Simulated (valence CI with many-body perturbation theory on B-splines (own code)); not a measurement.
Rb V: electric-dipole lines

Level of theory: configuration interaction combined with many-body perturbation theory (CI+MBPT): five valence electrons over a frozen Dirac-Fock core [Ar] 3d10, radial functions for each j: 11 s, 11 p, 10 d, 8 f, 5 g, 2 h, with the one-electron correlation potential Σ1 (screened to all orders), the two-electron term Σ2, the three-electron term Σ3, Breit, model QED; selected single and double excitations, second order for the rest, scaled by the run's own slope (own B-spline code, finite nucleus).

Set against measurement, 17 paired levels are off by 116 cm⁻¹ on average, the worst by 227. These come from a selection out of Sansonetti, J. Phys. Chem. Ref. Data 35, 301 (2006). Levels without a partner in it may be off by more. Among the levels kept, up to 3400 cm⁻¹ of a level comes from second order outside the variational space, and about a tenth of that is noise between levels of different J, which matters for small intervals. 2 measured levels below the end of the list, from 268680 cm⁻¹ on, found no clear computed partner, and computed levels of the same name lie up to 4452 cm⁻¹ from them.

Lines 1 to 50 of 599 in falling wavelength, among levels below 402620 cm⁻¹, chosen from the strongest by gf and those to the six lowest levels. Wavelengths and rates use the calculated energies, so an error of 100 cm⁻¹ moves a line at 21030 Å by 2.1 % and its rate by three times that or more. Electric multipoles are in the length gauge, E1 and E2 with the static RPA response of the core. Weak lines are less certain than strong ones. Lines between different terms over intervals too small for the method are left out, as are lines whose strength nearly cancels. Where a level lies close to another of its J and parity, the split of strength between their lines is uncertain. The highest levels of a list are the least certain.

Names give the largest LS component (configuration and term), which can be under half, so a name can repeat, a term be missing and a line seem to break the LS rules; names also repeat where a configuration has a term twice. Letters in brackets count levels of one name in rising energy.

| λ vac (Å) | Upper | Lower | A (s⁻¹) | S (a.u.) with core polarisation | S without |
| --- | --- | --- | --- | --- | --- |
| 21030 | 4s2.4p2.5d 4F_9/2 | 4s2.4p2.4f 4G°_11/2 | 6.11e+05 | 2.80e+01 | 2.80e+01 |
| 13800 | 4s2.4p2.4f 4F°_9/2 | 4s2.4p2.5d 4D_7/2 | 6.10e+05 | 7.91e+00 | 7.91e+00 |
| 11330 | 4s2.4p2.5d 2G_7/2 | 4s2.4p2.4f 4F°_9/2 | 1.60e+06 | 9.20e+00 | 9.19e+00 |
| 10520 | 4s2.4p2.5d 2G_9/2 | 4s2.4p2.4f 2H°_11/2 | 5.54e+06 | 3.18e+01 | 3.17e+01 |
| 9700 | 4s2.4p2.5d 2D_5/2 [a] | 4s2.4p2.4f 2F°_7/2 [b] | 3.05e+06 | 8.25e+00 | 8.23e+00 |
| 9363 | 4s2.4p2.5d 2G_7/2 | 4s2.4p2.4f 2H°_9/2 | 4.68e+06 | 1.52e+01 | 1.51e+01 |
| 8290 | 4s2.4p2.5d 2D_5/2 [b] | 4s2.4p2.4f 2G°_7/2 [c] | 6.20e+06 | 1.05e+01 | 1.04e+01 |
| 7534 | 4s2.4p2.5d 2F_7/2 [b] | 4s2.4p2.4f 2G°_9/2 [b] | 7.66e+06 | 1.29e+01 | 1.29e+01 |
| 7510 | 4s2.4p2.5d 2D_5/2 [a] | 4s2.4p2.4f 2F°_7/2 [a] | 5.59e+06 | 7.01e+00 | 6.99e+00 |
| 7003 | 4s2.4p2.5d 4F_5/2 | 4s2.4p2.4f 4D°_7/2 [a] | 4.63e+06 | 4.71e+00 | 4.70e+00 |
| 6362 | 4s2.4p2.5d 2F_5/2 [b] | 4s2.4p2.4f 2G°_7/2 [b] | 6.88e+06 | 5.25e+00 | 5.24e+00 |
| 6231 | 4s2.4p2.5d 4P_3/2 | 4s2.4p2.4f 4D°_3/2 | 8.30e+06 | 3.97e+00 | 3.96e+00 |
| 6102 | 4s2.4p2.5d 2F_5/2 [a] | 4s2.4p2.4f 2G°_7/2 [a] | 1.76e+07 | 1.18e+01 | 1.18e+01 |
| 5745 | 4s2.4p2.5d 2F_7/2 [a] | 4s2.4p2.4f 2G°_9/2 [a] | 1.83e+07 | 1.37e+01 | 1.37e+01 |
| 5735 | 4s2.4p2.5d 4D_5/2 | 4s2.4p2.4f 4D°_5/2 | 6.02e+06 | 3.36e+00 | 3.35e+00 |
| 5718 | 4s2.4p2.5d 4P_3/2 | 4s2.4p2.4f 4D°_5/2 | 7.85e+06 | 2.90e+00 | 2.89e+00 |
| 5707 | 4s2.4p2.5d 2P_1/2 [a] | 4s2.4p2.4f 2D°_3/2 [a] | 2.13e+07 | 3.90e+00 | 3.89e+00 |
| 5646 | 4s2.4p2.5d 2D_3/2 [b] | 4s2.4p2.4f 2F°_5/2 | 9.10e+06 | 3.23e+00 | 3.23e+00 |
| 5572 | 4s2.4p2.5d 4D_3/2 | 4s2.4p2.4f 2D°_5/2 [a] | 1.80e+07 | 6.14e+00 | 6.12e+00 |
| 5557 | 4s2.4p2.5d 4D_7/2 | 4s2.4p2.4f 4D°_7/2 [b] | 4.48e+06 | 3.03e+00 | 3.02e+00 |
| 5380 | 4s2.4p2.5d 4P_5/2 | 4s2.4p2.4f 4D°_7/2 [a] | 9.44e+06 | 4.35e+00 | 4.34e+00 |
| 5328 | 4s2.4p2.5d 2P_3/2 | 4s2.4p2.4f 4F°_5/2 [a] | 1.59e+07 | 4.74e+00 | 4.73e+00 |
| 5286 | 4s2.4p2.5d 4D_1/2 | 4s.4p3.4d 4F°_3/2 [b] | 2.40e+07 | 3.49e+00 | 3.48e+00 |
| 5136 | 4s2.4p2.5d 2F_5/2 [b] | 4s2.4p2.4f 2F°_7/2 [b] | 5.64e+06 | 2.26e+00 | 2.26e+00 |
| 5116 | 4s2.4p2.5d 4D_7/2 | 4s.4p3.4d 4F°_9/2 [b] | 7.26e+06 | 3.84e+00 | 3.82e+00 |
| 5112 | 4s2.4p2.5d 4D_5/2 | 4s2.4p2.4f 4D°_7/2 [b] | 1.26e+07 | 4.99e+00 | 4.98e+00 |
| 4522 | 4s2.4p2.5d 2D_5/2 [b] | 4s2.4p2.4f 2F°_7/2 [b] | 7.46e+06 | 2.04e+00 | 2.04e+00 |
| 3727 | 4s2.4p2.5d 4D_7/2 | 4s.4p3.4d 2G°_9/2 | 1.59e+07 | 3.26e+00 | 3.24e+00 |
| 3430 | 4s2.4p2.5d 4F_3/2 | 4s.4p3.4d 4G°_5/2 | 3.40e+07 | 2.71e+00 | 2.69e+00 |
| 3370 | 4s2.4p2.5d 4F_5/2 | 4s.4p3.4d 4G°_7/2 | 2.61e+07 | 2.96e+00 | 2.94e+00 |
| 3089 | 4s2.4p2.5d 4F_7/2 | 4s.4p3.4d 4G°_9/2 | 3.52e+07 | 4.10e+00 | 4.08e+00 |
| 2880 | 4s2.4p2.5d 4F_9/2 | 4s.4p3.4d 4G°_11/2 | 3.86e+07 | 4.55e+00 | 4.52e+00 |
| 2798 | 4s2.4p2.5p 4P°_5/2 | 4s2.4p2.5s 2D_5/2 | 2.11e+07 | 1.37e+00 | 1.38e+00 |
| 2560 | 4s2.4p2.5p 2D°_5/2 [a] | 4s2.4p2.5s 2P_3/2 | 6.41e+07 | 3.18e+00 | 3.21e+00 |
| 2484 | 4s2.4p2.5p 2D°_3/2 [a] | 4s2.4p2.5s 2P_1/2 | 7.35e+07 | 2.22e+00 | 2.24e+00 |
| 2442 | 4s2.4p2.5p 2S°_1/2 | 4s2.4p2.5s 4P_1/2 | 7.51e+07 | 1.08e+00 | 1.09e+00 |
| 2426 | 4s2.4p2.5p 4D°_3/2 | 4s2.4p2.5s 4P_3/2 | 5.65e+07 | 1.59e+00 | 1.60e+00 |
| 2426 | 4s2.4p2.5p 4D°_5/2 | 4s2.4p2.5s 4P_5/2 | 3.58e+07 | 1.51e+00 | 1.52e+00 |
| 2382 | 4s2.4p2.5p 4D°_1/2 | 4s2.4p2.4d 2P_3/2 [c] | 8.61e+07 | 1.15e+00 | 1.15e+00 |
| 2324 | 4s2.4p2.5p 2S°_1/2 | 4s2.4p2.4d 2P_1/2 [b] | 1.72e+08 | 2.13e+00 | 2.14e+00 |
| 2317 | 4s2.4p2.5p 2D°_3/2 [b] | 4s2.4p2.5s 2P_1/2 | 1.20e+08 | 2.93e+00 | 2.96e+00 |
| 2304 | 4s2.4p2.5p 2F°_5/2 | 4s2.4p2.5s 2D_3/2 | 2.86e+08 | 1.04e+01 | 1.05e+01 |
| 2265 | 4s2.4p2.5p 2F°_5/2 | 4s2.4p2.5s 2D_5/2 | 5.36e+07 | 1.84e+00 | 1.85e+00 |
| 2247 | 4s2.4p2.5p 4D°_1/2 | 4s2.4p2.5s 4P_1/2 | 1.74e+08 | 1.95e+00 | 1.96e+00 |
| 2236 | 4s2.4p2.5p 2D°_5/2 [a] | 4s2.4p2.5s 4P_5/2 | 2.38e+08 | 7.88e+00 | 7.95e+00 |
| 2233 | 4s2.4p2.5p 2D°_3/2 [c] | 4s2.4p2.5s 2D_3/2 | 1.74e+08 | 3.83e+00 | 3.85e+00 |
| 2209 | 4s2.4p2.5p 4D°_7/2 | 4s2.4p2.5s 4P_5/2 | 4.35e+08 | 1.85e+01 | 1.87e+01 |
| 2208 | 4s2.4p2.5p 4D°_5/2 | 4s2.4p2.5s 4P_3/2 | 3.17e+08 | 1.01e+01 | 1.02e+01 |
| 2204 | 4s2.4p2.5p 4D°_3/2 | 4s2.4p2.5s 4P_1/2 | 2.35e+08 | 4.96e+00 | 5.00e+00 |
| 2200 | 4s2.4p2.5p 2D°_3/2 [a] | 4s2.4p2.5s 4P_3/2 | 1.71e+08 | 3.60e+00 | 3.62e+00 |
